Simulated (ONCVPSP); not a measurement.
**Pseudopotential generation for antimony (Sb): ONCV, PBE, scalar-relativistic.**

The input file (ONCVPSP 4.0.1):

```
# ATOM AND REFERENCE CONFIGURATION
# atsym  z   nc   nv     iexc    psfile
  Sb 51.00    6    5        4      upf
#
#   n    l    f
    1    0    2.00
    2    0    2.00
    2    1    6.00
    3    0    2.00
    3    1    6.00
    3    2   10.00
    4    0    2.00
    4    1    6.00
    4    2   10.00
    5    0    1.00
    5    1    4.00
#
# PSEUDOPOTENTIAL AND OPTIMIZATION
# lmax
    3
#
#   l,   rc,      ep,       ncon, nbas, qcut
    0    1.40    0.00    5    9    8.70
    1    1.55    0.00    5    9    7.50
    2    1.40    0.00    4    9   11.50
    3    1.25    0.36    4    9    8.80
#
# LOCAL POTENTIAL
# lloc, lpopt,  rc(5),   dvloc0
    4    5    1.15    0.00
#
# VANDERBILT-KLEINMAN-BYLANDER PROJECTORs
# l, nproj, debl
    0    2    3.40
    1    2    2.70
    2    2    3.80
    3    1    3.80
#
# MODEL CORE CHARGE
# icmod, fcfact, rcfact
    0    0.00    0.00
#
# LOG DERIVATIVE ANALYSIS
# epsh1, epsh2, depsh
   -7.00    5.00    0.04
#
# OUTPUT GRID
# rlmax, drl
    6.00    0.01
#
# TEST CONFIGURATIONS
# ncnf
    4
# nvcnf
#   n    l    f
    5
    4    0    2.00
    4    1    6.00
    4    2   10.00
    5    0    2.00
    5    1    3.00
#
    5
    4    0    2.00
    4    1    6.00
    4    2   10.00
    5    0    2.00
    5    1    2.00
#
    5
    4    0    2.00
    4    1    6.00
    4    2   10.00
    5    0    2.00
    5    1    1.00
#
    5
    4    0    2.00
    4    1    6.00
    4    2   10.00
    5    0    2.00
    5    1    0.00
#
```

Command:

```bash
oncvpsp.x < Sb.dat > Sb.out
```

Output (shortened: citation, most of the input echo, consistency checks and plot data are left out):

```
ONCVPSP  (Optimized Norm-Conservinng Vanderbilt PSeudopotential)
scalar-relativistic version 4.0.1

#   n    l    f        energy (Ha)
    1    0    2.00    -1.1137722E+03
    2    0    2.00    -1.6952828E+02
    2    1    6.00    -1.5219531E+02
    3    0    2.00    -3.3280315E+01
    3    1    6.00    -2.7630746E+01
    3    2   10.00    -1.9011879E+01
    4    0    2.00    -5.5234795E+00
    4    1    6.00    -3.7942120E+00
    4    2   10.00    -1.2827354E+00
    5    0    1.00    -5.0073549E-01
    5    1    4.00    -1.9868033E-01

Reference configufation results
  iterations    26
  all-electron total energy (Ha)   -6.48115270D+03

Begin loop to  construct optimized pseudo wave functions
and semi-local pseudopoentials for all angular momenta

Calculating optimized projector #   1

 for l=   0

    Fraction of norm inside rc  0.976218
    Optimizing pswf for qcut=   8.69 a_B^-1,  ecut=  37.77 Ha
    Residual kinetic energy error=  8.53D-05 Ha

    Energy error per electron        Cutoff
         Ha          eV             Ha
         0.01000     0.27211       24.88
         0.00100     0.02721       31.46
         0.00010     0.00272       37.81
         0.00001     0.00027      109.90

Calculating optimized projector #   2

 for l=   0

    Fraction of norm inside rc  0.118776
    Optimizing pswf for qcut=   8.69 a_B^-1,  ecut=  37.77 Ha
    Residual kinetic energy error=  8.69D-05 Ha

    Energy error per electron        Cutoff
         Ha          eV             Ha
         0.01000     0.27211       22.20
         0.00100     0.02721       30.78
         0.00010     0.00272       37.59
         0.00001     0.00027       93.25

Calculating optimized projector #   1

 for l=   1

    Fraction of norm inside rc  0.976083
    Optimizing pswf for qcut=   7.50 a_B^-1,  ecut=  28.13 Ha
    Residual kinetic energy error=  9.42D-05 Ha

    Energy error per electron        Cutoff
         Ha          eV             Ha
         0.01000     0.27211       19.92
         0.00100     0.02721       24.29
         0.00010     0.00272       28.04
         0.00001     0.00027       61.38

Calculating optimized projector #   2

 for l=   1

    Fraction of norm inside rc  0.076814
    Optimizing pswf for qcut=   7.50 a_B^-1,  ecut=  28.13 Ha
    Residual kinetic energy error=  1.62D-05 Ha

    Energy error per electron        Cutoff
         Ha          eV             Ha
         0.01000     0.27211       15.79
         0.00100     0.02721       21.11
         0.00010     0.00272       25.25
         0.00001     0.00027       30.95

   Wellstate for l =  2  n =  6
     eigenvalue =   2.5173
     asymptotic potential =   3.0173
     half-point radius =  3.0538

Calculating optimized projector #   1

 for l=   2

    Fraction of norm inside rc  0.834496
    Optimizing pswf for qcut=  11.49 a_B^-1,  ecut=  66.00 Ha
    Residual kinetic energy error=  1.88D-07 Ha

    Energy error per electron        Cutoff
         Ha          eV             Ha
         0.01000     0.27211       36.04
         0.00100     0.02721       44.94
         0.00010     0.00272       52.01
         0.00001     0.00027       57.67

Calculating optimized projector #   2

 for l=   2

    Fraction of norm inside rc  0.079612
    Optimizing pswf for qcut=  11.49 a_B^-1,  ecut=  66.00 Ha
    Residual kinetic energy error=  3.18D-07 Ha

    Energy error per electron        Cutoff
         Ha          eV             Ha
         0.01000     0.27211       33.43
         0.00100     0.02721       43.43
         0.00010     0.00272       51.67
         0.00001     0.00027       58.12

   Wellstate for l =  3  n =  4
     eigenvalue =   0.3600
     asymptotic potential =   0.8600
     half-point radius =  7.8125

Calculating optimized projector #   1

 for l=   3

    Fraction of norm inside rc  0.006896
    Optimizing pswf for qcut=   8.80 a_B^-1,  ecut=  38.75 Ha
    Residual kinetic energy error=  1.44D-04 Ha

    Energy error per electron        Cutoff
         Ha          eV             Ha
         0.01000     0.27211       15.81
         0.00100     0.02721       29.71
         0.00010     0.00272       41.54
         0.00001     0.00027      195.44

Construct Vanderbilt / Kleinmman-Bylander projectors

B matrix Hermiticity error, ll=   0
   1   2    1.0474E-03

  Orthonormal projector coefficients  1.3996E+01  2.0998E+00

B matrix Hermiticity error, ll=   1
   1   2    5.0822E-04

  Orthonormal projector coefficients  5.6874E+00  6.4911E-01

B matrix Hermiticity error, ll=   2
   1   2   -5.7468E-04

  Orthonormal projector coefficients -1.0835E+00 -2.1957E-01

Pseudoatom total energy -240.010247

Diagnostic tests using Vanderbilt-Kleinman-Bylander pseudopotentials
  1 or more projectors used as specified by nproj input data

   l    rcore       rmatch      e in        delta e   norm test  slope test

   0   1.4073158   1.4500449  -5.5234795   0.0000131   1.0002820   1.0002515
   0   1.4073158   1.4500449  -0.5007355   0.0000096   1.0000603   1.0000428

   1   1.5579633   1.6052665  -3.7942120   0.0000156   1.0002222   1.0002099
   1   1.5579633   1.6052665  -0.1986803   0.0000087   1.0000550   1.0000347

   2   1.4073158   1.4500449  -1.2827354  -0.0000480   1.0001855   1.0001868
   2   1.4073158   1.4500449   2.5172646   0.0000311   1.0003490   1.0003490

   3   1.2561165   1.2942549   0.3600000   0.0000526   1.0000092   1.0000092

 Testing for bound ghosts
   n   l    E NL Schr. Eq   E Basis Diag.   E Cutoff

   1   0       -5.523466       -5.523466    177.57
   2   0       -0.500726       -0.469105    177.57

   2   1       -3.794196       -3.794196    163.98
   3   1       -0.198672       -0.144895    163.98

   3   2       -1.282783       -1.282643    224.25

 Testing for highly-localized positive-energy ghosts
       l    <radius>/rc     E Basis Diag.   E Cutoff

Test configuration 0

   n   l     f        eae           eps        diff
   1   0  2.0000-1113.77220619
   2   0  2.0000 -169.52827626
   2   1  6.0000 -152.19530998
   3   0  2.0000  -33.28031527
   3   1  6.0000  -27.63074560
   3   2 10.0000  -19.01187887
   4   0  2.0000   -5.52347955   -5.52346645    1.31D-05
   4   1  6.0000   -3.79421204   -3.79419642    1.56D-05
   4   2 10.0000   -1.28273538   -1.28278342   -4.80D-05
   5   0  1.0000   -0.50073549   -0.50072588    9.61D-06
   5   1  4.0000   -0.19868033   -0.19867159    8.75D-06

    Total energies and differences
      AE_ref= -6.48115270D+03  AE_tst= -6.48115270D+03  dif=  0.00D+00
      PS_ref= -2.40010247D+02  PS_tst= -2.40010247D+02  dif=  2.61D-12
      PSP excitation error= -2.61D-12

Test configuration 1

   n   l     f        eae           eps        diff
   1   0  2.0000-1113.71769235
   2   0  2.0000 -169.47480926
   2   1  6.0000 -152.14197159
   3   0  2.0000  -33.22614957
   3   1  6.0000  -27.57660970
   3   2 10.0000  -18.95781436
   4   0  2.0000   -5.46955942   -5.46931367    2.46D-04
   4   1  6.0000   -3.74060781   -3.74039165    2.16D-04
   4   2 10.0000   -1.23138386   -1.23143680   -5.29D-05
   5   0  2.0000   -0.47152657   -0.47151226    1.43D-05
   5   1  3.0000   -0.17742736   -0.17741366    1.37D-05

    Total energies and differences
      AE_ref= -6.48115270D+03  AE_tst= -6.48145081D+03  dif= -2.98D-01
      PS_ref= -2.40010247D+02  PS_tst= -2.40308387D+02  dif= -2.98D-01
      PSP excitation error=  2.65D-05

Test configuration 2

   n   l     f        eae           eps        diff
   1   0  2.0000-1114.03413789
   2   0  2.0000 -169.78975401
   2   1  6.0000 -152.45709383
   3   0  2.0000  -33.54052377
   3   1  6.0000  -27.89099726
   3   2 10.0000  -19.27218047
   4   0  2.0000   -5.78291286   -5.78282458    8.83D-05
   4   1  6.0000   -4.05387737   -4.05370991    1.67D-04
   4   2 10.0000   -1.54373569   -1.54377166   -3.60D-05
   5   0  2.0000   -0.75847059   -0.75845598    1.46D-05
   5   1  2.0000   -0.44074538   -0.44071997    2.54D-05

    Total energies and differences
      AE_ref= -6.48115270D+03  AE_tst= -6.48114516D+03  dif=  7.54D-03
      PS_ref= -2.40010247D+02  PS_tst= -2.40002678D+02  dif=  7.57D-03
      PSP excitation error= -2.87D-05

Test configuration 3

   n   l     f        eae           eps        diff
   1   0  2.0000-1114.40503870
   2   0  2.0000 -170.15759820
   2   1  6.0000 -152.82527887
   3   0  2.0000  -33.90719696
   3   1  6.0000  -28.25769439
   3   2 10.0000  -19.63884373
   4   0  2.0000   -6.14729266   -6.14756113   -2.68D-04
   4   1  6.0000   -4.41798677   -4.41795293    3.38D-05
   4   2 10.0000   -1.90576267   -1.90577825   -1.56D-05
   5   0  2.0000   -1.08105357   -1.08105803   -4.46D-06
   5   1  1.0000   -0.73798249   -0.73795155    3.09D-05

    Total energies and differences
      AE_ref= -6.48115270D+03  AE_tst= -6.48055833D+03  dif=  5.94D-01
      PS_ref= -2.40010247D+02  PS_tst= -2.39415731D+02  dif=  5.95D-01
      PSP excitation error= -1.46D-04

Test configuration 4

   n   l     f        eae           eps        diff
   1   0  2.0000-1114.82081685
   2   0  2.0000 -170.56853830
   2   1  6.0000 -153.23674348
   3   0  2.0000  -34.31627465
   3   1  6.0000  -28.66680760
   3   2 10.0000  -20.04791085
   4   0  2.0000   -6.55256835   -6.55343322   -8.65D-04
   4   1  6.0000   -4.82272418   -4.82293305   -2.09D-04
   4   2 10.0000   -2.30697675   -2.30697794   -1.19D-06
   5   0  2.0000   -1.42976855   -1.42982609   -5.75D-05

    Total energies and differences
      AE_ref= -6.48115270D+03  AE_tst= -6.47966114D+03  dif=  1.49D+00
      PS_ref= -2.40010247D+02  PS_tst= -2.38518344D+02  dif=  1.49D+00
      PSP excitation error= -3.48D-04
```

The run took about 8 s on one core of a shared server CPU.
